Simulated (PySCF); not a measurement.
Si(F)(Cl)(Br)(Vi), SMILES C=C[Si](F)(Cl)Br at its B3LYP/def2-SVP optimised geometry (Å):

```
9

C     -1.6397    -1.8921    -1.2160
C     -0.8921    -0.7966    -1.4121
Si    -0.1935     0.1644     0.0000
F     -0.6764    -0.5287     1.3822
Cl     1.8663     0.1644     0.0000
Br    -0.9169     2.2648     0.0000
H     -1.8663    -2.2648    -0.2117
H     -2.0576    -2.4619    -2.0530
H     -0.6881    -0.4524    -2.4333
```

Computed with PySCF with B3LYP/def2-TZVP. Cells within 0.4 Å of a nucleus heavier than hydrogen are left out (blank, or x).

Map of the log10 of the electron density (e/bohr³), floored at −4 on the plane z = 1.0 Å:

```
|0000000000011110000000000000000|
|0000000011222221100000000000000|
|0000000122333332210000000000000|
|0000001233444443321000000000000|
|0000012334555554432100000000000|
|0000012345666665432100000000000|
|0000023455677765543210000000000|
|0000123456777766543211100000000|
|0000123456777766543222211000000|
|0000123456677766543333332110000|
|0000012345666665544444443211000|
|0000012344556665544555554321000|
|0000001234555665555566655432100|
|0000001234456666555667765432100|
|0000001234567776666677766532100|
|0000001234678887666677766432100|
|0000001235689998655667665432100|
|0000001235789x98655566655432000|
|0000001235689987654555544321000|
|0000001234567776543444443210000|
|0000001233456655433333322110000|
|0000001233344443322222211000000|
|0000012233333332211011000000000|
|0000011233322211000000000000000|
|0000001222221100000000000000000|
|0000001122211000000000000000000|
|0000000011100000000000000000000|
|0000000000000000000000000000000|
|0000000000000000000000000000000|
|0000000000000000000000000000000|
|0000000000000000000000000000000|
```
Scale: ten equal steps from -4.00 (start of '0') to -0.153 (end of '9'), in the order '0123456789'; x runs from -4.50 to 4.50, y from -4.50 (bottom) to 4.50 (top).
